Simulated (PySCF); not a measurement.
Molecule: `CC(C)(C#N)c1cc1=O`, C$_{7}$H$_{7}$NO.

Bonds (- single, = double, # triple, : aromatic): C1-C2, C2-C3, C2-C4, C4#N5, C2-C6, C6=C7, C7-C8, C8=O9, C8-C6. C1 carries H10, H11, H12; C3 carries H13, H14, H15; C7 carries H16.

Frames of a GFN2-xTB Langevin trajectory at 200 K; GIAO PBE0/pcSseg-1 shieldings in PySCF 2.14, gas phase, non-relativistic; equivalent atoms averaged within each frame.

δ = σ(ref) − σ, references computed at the same level: TMS for $^{13}$C (186.93 ppm) and $^{1}$H (31.72 ppm); $^{15}$N (267.73 ppm) against NH3; $^{17}$O (336.08 ppm) against H2O. The references are static minima.

How do the shifts (ppm) fluctuate along the trajectory?

Answers


```tsv
time (fs)	C6	C7	C8	C4	C2	C1/C3	N5	O9	H16	H10/H11/H12/H13/H14/H15
optimised geometry	182.4	156.6	151.8	126.0	33.8	27.8	300.8	319.4	8.76	1.69
250	184.4	153.1	148.6	127.8	36.5	29.2	301.6	315.2	8.13	1.89
425	186.7	161.0	157.7	125.9	36.8	26.8	301.9	332.8	9.41	1.92
625	180.1	155.1	157.4	128.0	36.0	31.5	309.7	328.6	9.99	1.93
800	178.5	162.2	152.8	128.4	28.6	28.8	304.7	327.3	8.60	1.62
1000	181.9	145.5	153.8	124.6	33.9	28.5	295.9	336.6	8.42	1.70
mean of frames	182.3	155.4	154.1	126.9	34.4	29.0	302.7	328.1	8.91	1.81
standard deviation	3.3	6.7	3.7	1.6	3.4	1.7	5.0	8.1	0.77	0.14
```

5 frames give an uncertainty of the mean of about the standard deviation over 2.2 at best, since frames this close in time may not be independent; classical motion lacks zero-point vibration, and the reference would need the same averaging.
